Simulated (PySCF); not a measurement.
Computed IR spectrum (relative IR intensity) of a molecule C2H8InN. Geometry optimised at PBE-D3(BJ)/def2-SVP. The def2 effective core potentials stand for the cores of In; spin–orbit coupling is left out. One conformer was computed; it need not be the lowest. All values below come from PBE-D3(BJ)/def2-SVP in PySCF. Frequencies are harmonic and unscaled.

Lines under 2 % of the strongest are left out, and lines within 2 cm⁻¹ are merged.

| ν (cm⁻¹) | relative intensity |
|---|---|
| 48 | 5.3 |
| 105 | 59 |
| 430 | 23 |
| 464 | 12 |
| 578 | 13 |
| 617 | 6.0 |
| 637 | 39 |
| 934 | 3.8 |
| 1024 | 3.0 |
| 1141 | 7.1 |
| 1344 | 2.1 |
| 1424 | 2.7 |
| 1454 | 3.0 |
| 1727 | 100 |
| 2950 | 19 |
| 2986 | 3.5 |
| 3025 | 9.4 |
| 3052 | 11 |
| 3489 | 3.6 |
| 3601 | 5.2 |

**Question.** Which structure fits?
A. C[CH2][InH][NH2]
B. [CH3][In]([CH3])[NH2]
C. C[N](C)[InH2]

**Answer.** A, C[CH2][InH][NH2]
